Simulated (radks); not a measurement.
The numbers below are computed, except where a source is named.
The potassium anion K-, [Ar] 4s2, held by a Watson sphere: a shell of charge +1 at radius R that stands for the Madelung well of a crystal (potential energy -1/R inside, -1/r outside, in hartree with lengths in bohr). Level of theory: scalar-relativistic Kohn-Sham, r2SCAN, spin-polarised, spherical densities, finite nucleus; meta-GGA in the generalised Kohn-Sham scheme; Fermi nuclear charge, rms radius of each element as measured or else 0.836 A^(1/3) + 0.57 fm (a radial shooting solver on a logarithmic mesh with Libxc functionals).

R (bohr)  e(3s) (eV)  e(3p) (eV)  e(4s) (eV)  <r> 4s (bohr)  sum of <r^2> (bohr^2)  X-ray form factor at sin(theta)/lambda = 0.3 1/angstrom
2.11         -40.877     -23.544      -3.678          4.253                  60.71                                                   11.014
4.24         -36.751     -19.470      -3.252          4.798                  71.90                                                   10.995
4.34         -36.685     -19.402      -3.222          4.833                  72.65                                                   10.995
4.83         -36.425     -19.135      -3.070          5.005                  76.44                                                   10.993
4.84         -36.421     -19.130      -3.067          5.009                  76.52                                                   10.993
5.01         -36.350     -19.058      -3.014          5.068                  77.86                                                   10.992
